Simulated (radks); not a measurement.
Valence configurations of neutral thulium (all share [Xe]). Calculated with a radial shooting solver on a logarithmic mesh with Libxc functionals: non-relativistic Kohn-Sham, PBE, spin-unpolarised, spherical densities, point nucleus; relativity is left out, which matters for an element this heavy. Energies are relative to 4f13 6s2; eigenvalues in eV.

\begin{tabular}{lrrrrr}
valence & E (eV) & e(4f) & e(5d) & e(6p) & e(6s) \\ \hline
4f13 6s2 & 0.000 & -7.462 & - & - & -3.577 \\
4f13 6s1.5 6p0.5 & 1.144 & -8.114 & - & -1.600 & -3.918 \\
4f13 5d0.5 6s1 6p0.5 & 2.145 & -7.335 & -1.606 & -1.491 & -3.687 \\
4f13 5d1 6s1 & 2.176 & -6.254 & -0.970 & - & -3.241 \\
4f13 6s1 6p1 & 2.317 & -8.738 & - & -1.854 & -4.228 \\
4f12.5 5d0.5 6s2 & 3.701 & -11.106 & -2.212 & - & -3.831 \\
4f13 5d1 6p1 & 4.273 & -7.281 & -1.707 & -1.667 & - \\
4f13 5d2 & 4.486 & -5.773 & -0.857 & - & - \\
4f11 5d2 6s2 & 24.142 & -22.571 & -3.999 & - & -4.233 \\
\end{tabular}

NIST lists [Xe] 4f13 6s2 as the ground configuration; this level of theory agrees among the configurations tried. The energies are those of spherical spin-averaged densities, not of single terms. No valid solution was reached for [Xe] 4f14 6s1. Relativity is left out, which favours d and f over s occupation in heavy atoms.
